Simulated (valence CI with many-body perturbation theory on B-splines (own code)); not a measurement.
## Hyperfine factors and g values of Sn27+

Calculated by valence CI with perturbative core correlation (CI+MBPT): five valence electrons over a frozen Dirac-Fock core [Ar], radial functions for each j: 7 s, 7 p, 8 d, 6 f, 4 g, 1 h, with the one-electron correlation potential Σ1 (screened to all orders), the two-electron term Σ2, the three-electron term Σ3, Breit, model QED; selected single and double excitations, second order for the rest, scaled by the run's own slope (own B-spline code, finite nucleus).

The last digits are not significant, and no measured levels were compared; by estimate large intervals hold to a few tenths of a per cent, small ones and those within an open d or f shell to about a per cent. Only levels of the ground parity were solved; by the run's estimate the other parity begins above the list, which can be wrong where configurations are misplaced.

A/g_I is the dipole constant over the nuclear g factor μ/I (μ in nuclear magnetons, uniformly magnetised nucleus), B/Q the quadrupole constant per barn. Both hold the static response of the core; the bare values leave it out. Large factors of s and p1/2 electrons are usually good to 5 to 10 %; those of open d and f shells near neutrality can be off by tens of per cent, and small factors of p3/2, d and f electrons come from cancelling terms and can be off by a factor of two or in sign, in half-filled shells by more. B is blank for J = 1/2, where it vanishes, and for nearly pure S terms. Energies count from the lowest level.

Names give the largest LS component (configuration and term), which can be under half, so a name can repeat, a term be missing and a line seem to break the LS rules; names also repeat where a configuration has a term twice. Letters in brackets count levels of one name in rising energy.

```
         Level  E (cm⁻¹)      g  A/g_I (MHz)  A/g_I bare  B/Q (MHz/b)  B/Q bare
    3d5 6S_5/2         0  1.861         1050        1930         2190      2230
3d5 4G_5/2 [a]     85314  1.082         8890        9030        13300     13600
    3d5 4G_7/2    126170  1.107        10500       10700        12500     12800
    3d5 4P_3/2    130250  1.346        10600       10900        11600     11900
   3d5 4G_11/2    132150  1.193        11800       12000         35.2      26.1
3d5 4G_5/2 [b]    141980  1.083         9750        9880         4850      4960
    3d5 4G_9/2    143110  1.162        10800       11000        10900     11100
    3d5 4P_1/2    152950  1.895        -4550       -3610                       
    3d5 4D_7/2    178290  1.249         9200        9490          472       479
3d5 2D_5/2 [a]    184900  1.239         9480        9760         -255      -260
   3d5 2I_11/2    202750  1.021        12900       12900         1160      1190
3d5 2F_7/2 [a]    204720  1.137        12000       12100       -13300    -13600
    3d5 4D_1/2    210100  0.681        25100       24800                       
    3d5 4D_3/2    211440  1.092        17200       17300       -10000    -10300
3d5 2G_9/2 [a]    218860  1.150        10700       10900        -1680     -1730
    3d5 4F_3/2    221580  0.933        13700       13700         2060      2110
   3d5 2I_13/2    223210  1.073        13100       13200        -34.8     -31.2
3d5 2F_5/2 [a]    236180  1.026        12600       12700        -1290     -1300
    3d5 2H_9/2    260310  1.099        12100       12200         1600      1630
    3d5 4F_5/2    267660  1.093        11800       11900        -5110     -5220
3d5 2G_7/2 [a]    271170  0.997        15600       15600         -311      -324
3d5 2F_5/2 [b]    287880  1.073         9120        9250        -1620     -1650
3d5 2D_3/2 [a]    288920  0.719        20200       20000         -315      -310
3d5 2F_7/2 [b]    295780  1.083        13400       13500         2610      2660
    3d5 2S_1/2    309980  1.923        -3060       -2110                       
    3d5 4F_7/2    315940  1.180        10200       10400       -18500    -18900
3d5 2G_9/2 [b]    321960  1.098        11900       12000         5870      5990
   3d5 2H_11/2    321970  1.061        12900       13000        -1260     -1270
3d5 2D_3/2 [b]    349150  0.835        14700       14500       -10800    -11100
3d5 2D_5/2 [b]    359020  1.095        11800       11900         7900      8080
3d5 2G_9/2 [c]    386480  1.107        11600       11800       -16600    -17000
3d5 2D_5/2 [c]    387760  1.107        10100       10200        -8250     -8420
3d5 2G_7/2 [b]    405390  0.933        15200       15100        16500     16900
    3d5 2P_3/2    432610  1.223        11100       11400       -11600    -11900
    3d5 2P_1/2    467750  0.821          542         468                       
3d5 2D_5/2 [d]    500830  1.189         9170        9410       -11700    -12000
3d5 2D_3/2 [c]    519810  0.888        20300       20200        19100     19500
```

Q: Take the isotope of mass number 119, with I = 1/2, μ = -1.0459 μN. What is the hyperfine structure of 3d5 4P_3/2?

A: From the table A = -22100 MHz. Shifts from the centre of gravity in MHz: F = 1: 27600, F = 2: -16600.
